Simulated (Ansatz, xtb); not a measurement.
# C2H5AlClF: which of two conformers lies lower

Structure I: `C[CH2][Al]([F])[Cl]`, a singlet. Structure II: `C[CH2][Al]([F])[Cl]`, a singlet. Both are isolated molecules in the gas phase, relaxed with B3LYP/6-31G*.

I (Å):

```yaml
atoms:
  - { symbol: C, position_ang: [-2.4870, 1.5110, 0.6877] }
  - { symbol: C, position_ang: [-0.9776, 1.2767, 0.4843] }
  - { symbol: Al, position_ang: [-0.4118, 0.8918, -1.3467] }
  - { symbol: Cl, position_ang: [1.6135, 0.5364, -1.8390] }
  - { symbol: F, position_ang: [-1.4870, 0.8244, -2.6057] }
  - { symbol: H, position_ang: [-2.8496, 2.3605, 0.0984] }
  - { symbol: H, position_ang: [-2.7167, 1.7202, 1.7400] }
  - { symbol: H, position_ang: [-3.0776, 0.6370, 0.3913] }
  - { symbol: H, position_ang: [-0.6288, 0.4467, 1.1156] }
  - { symbol: H, position_ang: [-0.4036, 2.1499, 0.8267] }
```

II (Å):

```yaml
atoms:
  - { symbol: C, position_ang: [-1.4143, 0.4683, 0.3494] }
  - { symbol: C, position_ang: [-0.0119, 0.4769, -0.2871] }
  - { symbol: Al, position_ang: [0.2073, 1.5592, -1.9005] }
  - { symbol: Cl, position_ang: [-1.3617, 2.6824, -2.7641] }
  - { symbol: F, position_ang: [1.6695, 1.6417, -2.6759] }
  - { symbol: H, position_ang: [-1.4379, -0.1637, 1.2459] }
  - { symbol: H, position_ang: [-1.7308, 1.4737, 0.6481] }
  - { symbol: H, position_ang: [-2.1720, 0.0848, -0.3427] }
  - { symbol: H, position_ang: [0.7369, 0.8268, 0.4387] }
  - { symbol: H, position_ang: [0.3003, -0.5465, -0.5418] }
```

**Question.** Which of the two would you expect CCSD(T)/def2-SVP + ΔMP2/def2-TZVPP electronic energies to favour?

**Answer.** Too close to call at this level: CCSD(T)/def2-SVP + ΔMP2/def2-TZVPP gives E(II) − E(I) = −0.22 kcal/mol.

Level by level:

```tsv
level	geometry	E(II) − E(I) (kcal/mol)	departure from the last row (kcal/mol)	job, with rough time for the two
B3LYP/6-31G*	B3LYP/6-31G*	−0.02	+0.20	optimisation, 92 s
HF/def2-SVP	B3LYP/6-31G*	−0.07	+0.15	part of the CCSD(T) run
MP2/def2-SVP	B3LYP/6-31G*	−0.25	−0.03	part of the CCSD(T) run
CCSD(T)/def2-SVP	B3LYP/6-31G*	−0.21	0.00	single point
CCSD(T)/def2-SVP + ΔMP2/def2-TZVPP	B3LYP/6-31G*	−0.22		single point, 47 s
```

The largest departure from CCSD(T)/def2-SVP + ΔMP2/def2-TZVPP is that of B3LYP/6-31G*, 0.20 kcal/mol. Levels run at GFN2-xTB geometries aren't shown. The last row adds to CCSD(T) the change of the MP2 difference between the two basis sets, here 0.00 kcal/mol.

With harmonic frequencies from B3LYP/6-31G* (ideal gas, rigid rotor, one conformer each, 298.15 K, 1 atm): on the last row, ΔE + ΔZPE = −0.20 kcal/mol. A mode under 50 cm⁻¹ makes harmonic enthalpies and free energies unreliable, so none is given.

The correlated steps freeze 13 core orbitals. Run with Ansatz 0.2.0; the last row on 1 thread of Arm Neoverse V1 on a shared host.
